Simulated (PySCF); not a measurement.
Cu²⁺: excitation energy

Cu²⁺ [Ar] 3d9 (2D) → Cu²⁺ [Ar] 3d8 4s1 (4F), as a difference of total energies. All numbers are calculated (PySCF 2.14, scalar relativity by spin-free X2C-1e, in ANO-RCC-VTZP). Correlated levels: valence: [Ar] frozen. The calculations carry no spin-orbit coupling.

```tsv
method	excitation energy (eV)
UHF	6.390
MP2 (valence)	8.450
SCS-MP2 (valence)	8.372
CCSD (valence)	7.980
CCSD(T) (valence)	8.061
```

**Question.** How much does correlation contribute at CCSD(T) (valence)?

**Answer.** 8.061 − (6.390) = 1.671 eV, measured against UHF.

A first-order spin-orbit estimate (lowest level to lowest level, LS coupling) adds -0.069 eV.

The basis was made for the ground configuration and has no added diffuse functions, so the excitation energy can come out too high.
